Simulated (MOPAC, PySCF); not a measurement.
Molecule: InCl (charge 0, singlet). SMILES: [Cl][In]
Geometry from a B3LYP-D3(BJ)/def2-TZVP (Ansatz) optimisation:
```
In
Cl 1 2.4410
```
Charge 0, spin multiplicity 1.

Unscaled harmonic wavenumbers (cm⁻¹) in rising order, each level at the stationary point that it reaches from this structure (no distance between atoms moves by over 0.3 Å); the order of modes can differ between levels, and a negative number is imaginary. B3LYP-D3(BJ)/def2-TZVP (PySCF, at the structure above): 301.

AM1 (MOPAC): 308. Zero-point energy 0.4 against 0.4 kcal/mol.

PM3 (MOPAC): 154. Zero-point energy 0.2 against 0.4 kcal/mol.

PM6 (MOPAC): 391. Zero-point energy 0.6 against 0.4 kcal/mol.
